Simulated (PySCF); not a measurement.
Here is a job for PySCF.
```python
from pyscf import gto, scf, dft

mol = gto.M(
    atom='''
Si   -2.131881    0.003139   -0.652727
O    -0.493923    0.062062   -0.786915
Si    1.066504    0.134025   -0.426852
Cl    1.390036   -0.115704    1.506556
H    -2.541495   -1.349107   -1.243816
H    -2.656280    1.131737   -1.414674
H    -2.479954    0.074185    0.723614
H     1.604073    1.374585   -0.891971
H     1.638640   -1.134334   -1.154911
''',
    basis='6-31g',
    charge=0,
    spin=0,
    verbose=4,
)

mf = dft.RKS(mol)
mf.xc = 'b3lyp'
mf.kernel()
g = mf.nuc_grad_method()
grad = g.kernel()
```

Question: What does this run give for the dipole moment, Mulliken (on the basis functions themselves) charges in atom order, total energy, HOMO energy, nuclear repulsion energy?

Answer: 
```json
{
  "dipole_moment": "1.71 D",
  "Mulliken (on the basis functions themselves) charges in atom order": "Si1 0.89, O2 -0.96, Si3 0.91, Cl4 -0.26, H5 -0.12, H6 -0.12, H7 -0.12, H8 -0.10, H9 -0.11",
  "total_energy": "-1117.370672 Ha",
  "HOMO energy": "-8.08 eV",
  "nuclear_repulsion_energy": "280.4077 Eh"
}
```

Question: Roughly what does it cost on one core?

Answer: about 13 core-seconds (a rough figure).
